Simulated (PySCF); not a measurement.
Indirect couplings

Molfile (atoms numbered from 1):
```
C3H12GaN
     RDKit          3D

 17 16  0  0  0  0  0  0  0  0999 V2000
   -0.3992   -0.8779    1.1784 C   0  0  0  0  0  0  0  0  0  0  0  0
   -0.1591   -0.0531   -0.0060 N   0  0  0  0  0  0  0  0  0  0  0  0
   -0.3423   -0.8370   -1.2277 C   0  0  0  0  0  0  0  0  0  0  0  0
   -1.0360    1.1185   -0.0061 C   0  0  0  0  0  0  0  0  0  0  0  0
    1.8796    0.6370    0.0538 Ga  0  0  0  0  0  4  0  0  0  0  0  0
   -1.4366   -1.2595    1.1921 H   0  0  0  0  0  0  0  0  0  0  0  0
   -0.2222   -0.2806    2.0829 H   0  0  0  0  0  0  0  0  0  0  0  0
    0.2979   -1.7267    1.1811 H   0  0  0  0  0  0  0  0  0  0  0  0
   -0.1148   -0.2119   -2.1016 H   0  0  0  0  0  0  0  0  0  0  0  0
   -1.3799   -1.2097   -1.3080 H   0  0  0  0  0  0  0  0  0  0  0  0
    0.3489   -1.6904   -1.2220 H   0  0  0  0  0  0  0  0  0  0  0  0
   -2.0997    0.8181   -0.0227 H   0  0  0  0  0  0  0  0  0  0  0  0
   -0.8444    1.7192    0.8933 H   0  0  0  0  0  0  0  0  0  0  0  0
   -0.8212    1.7365   -0.8882 H   0  0  0  0  0  0  0  0  0  0  0  0
    1.8297    1.4058    1.4398 H   0  0  0  0  0  0  0  0  0  0  0  0
    2.6117   -0.7689    0.0144 H   0  0  0  0  0  0  0  0  0  0  0  0
    1.8736    1.5046   -1.2735 H   0  0  0  0  0  0  0  0  0  0  0  0
  1  2  1  0
  2  3  1  0
  2  4  1  0
  2  5  1  0
  1  6  1  0
  1  7  1  0
  1  8  1  0
  3  9  1  0
  3 10  1  0
  3 11  1  0
  4 12  1  0
  4 13  1  0
  4 14  1  0
  5 15  1  0
  5 16  1  0
  5 17  1  0
M  CHG  2   2   1   5  -1
M  END
```

Indirect spin–spin couplings were computed at B3LYP/pcJ-1 (pcSseg-1 on Ga) (spin–dipole term only in couplings to heteroatoms) (PySCF 2.14) on a PBE0-D3(BJ)/def2-SVP structure, for the isolated molecule, without vibrational or relativistic corrections. Couplings are averaged over pairs made equivalent by symmetry, fast rotation or ring inversion, so a value needn't be that of the named pair in this geometry, while other rotamers aren't included; one pair stands for each set, and the list holds those of at least 1.5 Hz over up to four bonds.

Isotopes: $^{13}$C, $^{1}$H, $^{15}$N.

```
    pair  bonds  J (Hz)
  C1, N2      1    -5.3
  C1, H6      1       ?
 N2, H15      2    -3.7
  H6, H7      2   -12.4
H15, H16      2    20.8
  C1, H9      3     5.3
 C1, H15      3       ?
```

Question: Estimate the withheld couplings, with signs.

Answer: 
- $^{1}J$(C1,H6) = 144.2 Hz (mean over equivalent pairs that range from 139.2 to 146.8 Hz in this conformer)
- $^{3}J$(C1,H15) = 1.9 Hz

Relativistic effects of the heavier atoms present are left out.
